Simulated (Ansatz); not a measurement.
C₅H₄N (SMILES [c-]1cccnc1), charge -1, singlet, at a GFN2-xTB geometry (a gas-phase anion, which may not be bound at this level); CCSD(T)/def2-SV(P) (Ansatz, a first-principles code).

Here is a job for Ansatz.
Ansatz 0.2 input:
```yaml
crystal:
  periodic: [false, false, false]
  atoms:
    - {symbol: N, position_ang: [-0.01597523, -0.02962172, 1.38373483]}
    - {symbol: C, position_ang: [0.01557545, -0.06582818, -1.36989980]}
    - {symbol: C, position_ang: [-0.00521036, 1.10543325, 0.69612625]}
    - {symbol: C, position_ang: [-0.01054599, -1.15662589, 0.66382466]}
    - {symbol: C, position_ang: [0.00511221, -1.33380566, -0.73772362]}
    - {symbol: C, position_ang: [0.01077742, 1.14303371, -0.68694833]}
    - {symbol: H, position_ang: [0.02830252, -0.02508551, -2.46852276]}
    - {symbol: H, position_ang: [-0.00972220, 2.02524692, 1.29071120]}
    - {symbol: H, position_ang: [-0.02017221, -2.05150868, 1.30507188]}
    - {symbol: H, position_ang: [0.01916619, 2.10545597, -1.20567905]}
basis:
  gaussian:
    orbitals: def2-SV_P_.json
total_charge: -1
magnetization: {spin_polarized: false}
correlation: {method: ccsd_t, diis_vectors: 2}
```
The basis file holds def2-SV(P) in the JSON format of the Basis Set Exchange.

Output, abridged:

```
Functional definition: HF
1004 factors; integrals over basis functions are off by at most 1.7e-3 eV
mean field evaluation 1: about -6685.3805 eV, gradient 3.0e1 eV
mean field evaluation 2: about -6686.3685 eV, gradient 3.1e1 eV
mean field evaluation 4: about -6689.4958 eV, gradient 5.0e0 eV
mean field evaluation 8: about -6689.6061 eV, gradient 4.5e-1 eV
mean field evaluation 16: about -6689.6079 eV, gradient 2.6e-6 eV
mean field -6689.60786112 eV, -245.8385545173 hartree, gradient 2.6e-6 eV, S^2 0.000000; 0 other end points of the search recorded, 0 dependent functions left out; unrestricted orbitals would lower it
6 core orbitals not correlated
reference -6689.60786112 eV, -245.8385545173 hartree; 15, 15 occupied and 71, 71 virtual orbitals, 1004 factors
second order -21.23716678 eV of doubles, -0.00000000 eV of singles
cycle   1  -21.17165010 eV  change    6.6e-2 eV  update   1.2e-1
cycle   2  -21.84199263 eV  change   -6.7e-1 eV  update   3.7e-2
cycle   3  -21.97826636 eV  change   -1.4e-1 eV  update   1.6e-2
cycle   4  -21.98332117 eV  change   -5.1e-3 eV  update   4.3e-3
cycle   5  -21.98682850 eV  change   -3.5e-3 eV  update   1.8e-3
cycle   6  -21.98373024 eV  change    3.1e-3 eV  update   7.3e-4
cycle   7  -21.98319743 eV  change    5.3e-4 eV  update   3.2e-4
cycle   8  -21.98265279 eV  change    5.4e-4 eV  update   1.5e-4
cycle   9  -21.98247608 eV  change    1.8e-4 eV  update   7.6e-5
cycle  10  -21.98240438 eV  change    7.2e-5 eV  update   3.6e-5
cycle  11  -21.98238066 eV  change    2.4e-5 eV  update   1.8e-5
perturbative correction -1.00302871 eV, -0.0368606251 hartree
Total energy: -6712.59327049 eV, -246.6832527313 hartree
```
